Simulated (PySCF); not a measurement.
C₅H₁₁B.
Numbering: `[CH3:1][B:2]1[CH2:3][CH2:4][CH2:5][CH2:6]1` (hydrogens: H7, H8, H9 on C1; H10, H11 on C3; H12, H13 on C4; H14, H15 on C5; H16, H17 on C6)

Structure used (PBE0-D3(BJ)/def2-SVP), in Å, numbered top down from 1:
```xyz
17
C5H11B angstrom
C      2.364    0.415   -0.425
B      0.830    0.159   -0.251
C     -0.297    1.236    0.000
C     -1.615    0.460   -0.126
C     -1.285   -0.965    0.335
C      0.116   -1.249   -0.224
H      2.625    1.417   -0.796
H      2.867   -0.349   -1.038
H      2.807    0.326    0.587
H     -0.238    2.166   -0.587
H     -0.139    1.542    1.057
H     -2.454    0.904    0.434
H     -1.924    0.436   -1.186
H     -1.249   -0.992    1.439
H     -2.048   -1.698    0.029
H      0.659   -2.079    0.255
H      0.044   -1.523   -1.299
```

Linear response at CAM-B3LYP/def2-SVPD (PySCF, frozen core in the response, non-relativistic). Isolated species at its PBE0-D3(BJ)/def2-SVP geometry (one conformer only).

Static isotropic polarisability: 71.46 au (10.59 Å³), principal values 61.7, 72.5, 80.2 au.

Question: What is the polarisability at 1064 nm and at the sodium D line?

Answer: 71.96 au at 1064 nm (+0.7 %), 73.13 au at 589.3 nm (+2.3 %). The rise at 589.3 nm is 3.33 times that at 1064 nm; a pure ω² law gives 3.26. The lowest singlet lies at 206 nm, shorter than both wavelengths.

Question: What is the isotropic C6 coefficient between two such molecules, C6 = (3/π)∫α(iω)² dω?

Answer: 2198 au (Eh·bohr⁶) by a ten-point quadrature over imaginary frequencies, which is 1310 eV·Å⁶ or 127 J·nm⁶/mol.

Question: Which effective excitation energy ω̄ makes London's formula C6 = (3/4)α²ω̄ exact here?

Answer: ω̄ = 4·C6/(3α²) = 0.574 Eh = 15.6 eV. A one-pole form α(ω) = α/(1 − ω²/ω̄²) fitted to the 1064 nm value gives 14.0 eV.

Question: How anisotropic is the static polarisability, by Δα² = ½[(α1 − α2)² + (α2 − α3)² + (α3 − α1)²]?

Answer: Δα = 16.1 au, or 0.23 of the isotropic value.

Question: How many electrons N does the Slater–Kirkwood formula C6 = (3/4)·√N·α^(3/2) need to give this C6?

Answer: N = (4·C6/3)²/α³ = 23.5; the species has 46 electrons in all.

Question: What three-body coefficient follows from the one-pole estimate C9 = (3/4)·α·C6?

Answer: 118000 au. This is an estimate from the two numbers above, not a computed integral.

Question: What does −C6/R⁶ come to at R = 10 Å between centres?

Answer: -130 J/mol. This is the leading, orientation-averaged term; C8 and higher terms are left out.
